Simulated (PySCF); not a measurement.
The numbers are results of PySCF with r2SCAN-D4/def2-TZVP, not measurements. Isolated molecules, 0 K electronic values unless said otherwise. One relaxed conformer stands for a flexible species; it need not be the lowest. Excitations are Tamm–Dancoff values on a coarser integration grid. The basis has no diffuse functions, so Rydberg states are missing or too high.

Reference species (SMILES): `C(=N)=NC` (neutral, multiplicity 1).

HOMO–LUMO gap: 6.58 eV
S1 oscillator strength: 0.001
S1 excitation (TDA): 6.73 eV
LUMO: -0.03 eV

After one change: the HOMO–LUMO gap drops by 2.55 eV; the S1 oscillator strength hardly moves; the S1 excitation (TDA) drops by 2.48 eV; the LUMO decreases by 2.72 eV.

Problem. Which change was made? The new species is one of these.
A) `[H]/N=C/C=N/[H]` (N–C–C–N torsion 180°)
B) `[H]/N=C/N=C` (C–N–C–N torsion 52°)
C) `N=C=CN`
D) `CNC#N`

Solution. A, `[H]/N=C/C=N/[H]` (N–C–C–N torsion 180°)
